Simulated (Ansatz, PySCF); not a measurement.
Complex: H2S (SMILES S) (first 3 atoms) with GeH4 (SMILES [GeH4]); geometry from B3LYP-D3(BJ)/def2-TZVP, rigid monomers moved along the line of their centres of mass till S1···Ge4 is 4.44 Å.
(charge 0, multiplicity 1):
```xyz
8

S      0.15623    -0.37545    -0.31385
H      0.27778    -1.63364     0.13844
H     -1.17204    -0.37164    -0.11926
Ge    -0.02945     0.27895     4.07163
H     -0.15725     0.42942     5.59800
H     -1.03641    -0.77782     3.59214
H      1.39501    -0.17228     3.72395
H     -0.33444     1.62430     3.40090
```

Monomers are frozen at their geometry in the pair; levels with a basis set take the counterpoise correction. Rows marked so take none.

Correlated levels freeze the cores. Filled d and f shells under p-block atoms count as core. CBS(a, b) extrapolates the correlation energy as X⁻³ and adds the Hartree–Fock energy of set b. Rows in 3-21G, 6-31G* carry no dispersion term and start afresh at each structure (6-31G* with six Cartesian d functions); the Pople sets are all-electron and without relativity. MP2/6-31G* freezes PySCF's default core, which leaves 3d correlated.

Run with Ansatz (a quantum-chemistry and plane-wave program) with Gaussian orbitals; PySCF for 3-21G rows, 6-31G* rows, the dispersion terms. Each number belongs to the level named beside it.

```tsv
level	interaction energy (meV)
HF/6-31G*	0.1
HF/def2-SVPD	-3.1
B3LYP/3-21G (no counterpoise)	-43.3
B3LYP-D3(BJ)/def2-TZVPPD	-39.6
PBE0-D3(BJ)/def2-TZVPPD	-45.1
MP2/6-31G* (no counterpoise)	-28.1
MP2/def2-TZVPPD	-34.4
CCSD/def2-SVPD	-27.6
CCSD(T)/CBS(def2-SVPD, def2-TZVPPD)	?
```

Fill in the missing entries.


- CCSD(T)/CBS(def2-SVPD, def2-TZVPPD), interaction energy (meV): -33.6
